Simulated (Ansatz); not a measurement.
Consider the substitution at a C–C bond: `CCCCC(C)Cl` + `OCF` → `CC(Cl)OCF` + `CCCC`.

Program: Ansatz. Geometries: PBE0-D4/def2-TZVP. ΔE: electronic, gas phase. CCSD(T)/CBS adds triple-zeta CCSD(T) − MP2 to the extrapolated MP2 energy (def2 sets, frozen cores). DFT in def2-TZVPP. HSE06 is defined as in plane-wave codes. Each species was taken in one conformer, which may not be the lowest.

`CCCCC(C)Cl`:

Z-matrix (Å, degrees):
```
C
C 1 1.520
H 1 1.093 2 112.0
H 1 1.094 2 111.0 3 120.3
H 1 1.092 2 111.2 3 -120.0
C 2 1.523 1 114.3 3 -63.8
H 2 1.096 1 109.6 3 59.0
H 2 1.095 1 109.1 3 174.5
C 6 1.519 2 113.8 1 64.5
H 6 1.093 2 109.3 1 -173.8
H 6 1.098 2 109.3 1 -57.8
C 9 1.515 6 114.7 2 178.4
H 9 1.096 6 110.1 2 55.5
H 9 1.096 6 110.0 2 -61.7
C 12 1.511 9 113.1 6 174.3
Cl 12 1.806 9 110.2 6 -63.8
H 12 1.092 9 109.9 6 50.5
H 15 1.092 12 110.6 9 58.7
H 15 1.090 12 111.3 9 179.3
H 15 1.094 12 109.6 9 -60.8
```

`OCF`:

```xyz
6

O    -0.467   -0.694   -0.686
C     0.064    0.046    0.337
F    -0.397    1.347    0.299
H    -0.084   -0.406   -1.519
H     1.158    0.107    0.296
H    -0.274   -0.401    1.273
```

`CC(Cl)OCF`:

```xyz
12

C    -0.018    1.580    0.849
C     0.378    0.397    0.016
Cl    0.925    0.956   -1.625
O    -0.714   -0.453   -0.097
C    -0.454   -1.695   -0.633
F     0.311   -2.444    0.232
H    -0.864    2.092    0.390
H     0.816    2.275    0.939
H    -0.308    1.234    1.843
H     1.244   -0.130    0.419
H    -1.416   -2.192   -0.758
H     0.098   -1.619   -1.575
```

`CCCC`:

Cartesian coordinates in Å:
```
C 0.236 1.595 1.090
C 0.433 0.172 0.601
C -0.434 -0.172 -0.600
C -0.235 -1.595 -1.091
H -0.802 1.770 1.387
H 0.869 1.817 1.953
H 0.478 2.318 0.306
H 0.216 -0.532 1.413
H 1.486 0.013 0.340
H -0.218 0.532 -1.412
H -1.487 -0.015 -0.338
H -0.475 -2.319 -0.307
H 0.803 -1.767 -1.390
H -0.869 -1.817 -1.952
```

CCSD(T)/CBS gives +24.7 kJ/mol.

(1) Another level gave +12.2 kJ/mol. Which?
A. BLYP/def2-TZVPP
B. BHLYP/def2-TZVPP
C. HSE06-D4/def2-TZVPP
D. MP2/def2-TZVPP

Largest T1 diagnostic among the species: 0.011.

## Answers

(1) B. BHLYP 12.2, HSE06-D4 20.1, BLYP 4.6, MP2/def2-TZVPP 27.7 kJ/mol.

From r2SCAN to r2SCAN0 (25 % exact exchange), in def2-TZVPP and without D4, ΔE moves by +4.3 kJ/mol. Leaving LDA and LC-ωPBE aside and taking each functional with its dispersion term where it has one, the values, not all of them listed here, spread over 10.6 kJ/mol, from BLYP-D4 to PBE-QIDH. LDA lies +3.1 kJ/mol from PBE without D4. In def2-TZVPP, CCSD(T) changes the Hartree–Fock value by +11.9 kJ/mol (the triples alone add +0.0 kJ/mol) and MP2 by +17.4 kJ/mol.

CCSD(T)/CBS has its own doubt, a few kJ/mol and more with outer-core shells, so smaller differences from it don't rank the levels.
